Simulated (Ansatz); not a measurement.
Input and output for F₂OTi, SMILES `[O]=[Ti]([F])[F]`.

```yaml
crystal:
  periodic: [false, false, false]
  atoms:
    - {symbol: O, position_ang: [0.045723, 0.470877, 1.512440]}
    - {symbol: Ti, position_ang: [-0.057734, -0.034398, 0.006513]}
    - {symbol: F, position_ang: [0.835050, -1.536346, -0.374152]}
    - {symbol: F, position_ang: [-0.823039, 1.099877, -1.144801]}
basis:
  gaussian: {orbitals: ANO-RCC-VTZP}
magnetization: {spin_polarized: true, initial_magnetization: 2}
hamiltonian: {xc: {name: SVWN5}}
```

```sh
$ ansatz run in.yaml --threads 4 --pin off --events-out ev --progress --plain --max-ram 10444MiB
```

Shortened log:

```
Functional definition: SVWN5
  name "SVWN5"
  cite "Dirac, Proc. Camb. Phil. Soc. 26, 376 (1930) doi:10.1017/S0305004100016108"
  cite "Slater, Phys. Rev. 81, 385 (1951) doi:10.1103/PhysRev.81.385"
  cite "Vosko, Wilk & Nusair, Can. J. Phys. 58, 1200 (1980) doi:10.1139/p80-159"
  exchange = slater_x
  correlation = vwn5_c
1149 factors; their error is unknown
mean field evaluation 1: about -30613.1737 eV, gradient 4.7e1 eV
mean field evaluation 2: about -30504.7347 eV, gradient 1.4e2 eV
mean field evaluation 4: about -30618.7251 eV, gradient 2.9e1 eV
mean field evaluation 8: about -30621.2402 eV, gradient 7.7e0 eV
mean field evaluation 16: about -30621.4850 eV, gradient 8.2e-2 eV
mean field evaluation 32: about -30621.4850 eV, gradient 8.1e-5 eV
mean field -30621.48500741 eV, -1125.3188180341 hartree, gradient 4.2e-6 eV, S^2 2.002334; 8 other end points of the search recorded, 0 dependent functions left out
reference -30621.48508045 eV, -1125.3188207184 hartree; 25, 23 occupied and 124, 126 virtual orbitals, 1149 factors
Total energy: -30621.48508045 eV, -1125.3188207184 hartree
Relativity: scalar
```

Hardware: 4 threads of an Intel Xeon Platinum 8259CL on a shared host. Wall time 13 s, peak host memory 0.51 GiB.
